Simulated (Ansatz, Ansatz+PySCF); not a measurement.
```yaml
atoms:
  - { symbol: B, position_ang: [-0.0246, 0.1584, 0.0976] }
  - { symbol: H, position_ang: [0.2175, -1.5093, -0.7077] }
  - { symbol: H, position_ang: [0.3523, 0.8489, -0.7596] }
  - { symbol: H, position_ang: [0.7072, -0.8219, 0.3804] }
  - { symbol: H, position_ang: [-1.2584, -0.0255, 0.2372] }
```

Basis set: def2-SVP (spherical functions). Correlated methods keep 1 orbital frozen. Charge 0, multiplicity 2.

Computed with Ansatz (development build ahead of 0.2.0); each method stands on the lowest determinant of its kind that the runs found.

The atomization energy at this shape (free ground-state atoms in the same class of orbitals less the molecule, no zero-point energy) of doublet BH4:

| method | atomization energy |
| --- | --- |
| UHF-MP2 | 1080.1 kJ/mol |

Question: What does UHF give?

Answer: 906.5 kJ/mol. Caution: the shape is not the minimum.
